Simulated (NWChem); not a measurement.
System: C$_{2}$H$_{5}$FOSi; SMILES C=C(F)[SiH2]O

The following NWChem deck was run.

```
start job
memory heap 200 mb stack 900 mb global 1100 mb
geometry units angstroms noautoz
  C      0.746009     1.966151     0.350898
  C      0.074087     0.954686    -0.197585
  F     -1.091766     1.220597    -0.868758
  Si     0.535075    -0.869522    -0.199809
  O     -0.533318    -1.803972     0.670779
  H      0.398786     2.992974     0.272120
  H      1.665078     1.777305     0.894615
  H      1.846791    -1.008550     0.471487
  H      0.599380    -1.306523    -1.621856
  H     -1.437489    -1.859751     0.331377
end
basis spherical
  C library 6-31+g*
  F library 6-31+g*
  Si library 6-31+g*
  O library 6-31+g*
  H library 6-31+g*
end
dft
  xc hfexch
  iterations 150
  mulliken
end
task dft energy
```

All runs use the structure optimised with B3LYP/6-31G* (spherical d).

Give the results of this calculation. (Hartree-Fock/6-31+G* (spherical d).) Quantities: basis functions; energy (Ha); highest occupied level (eV); orbital gap (eV); dipole (D).


```json
{
 "number_of_basis_functions": "104",
 "energy (Ha)": "-541.88",
 "highest occupied level (eV)": "-10.57",
 "orbital gap (eV)": "12.18",
 "dipole (D)": "0.74"
}
```
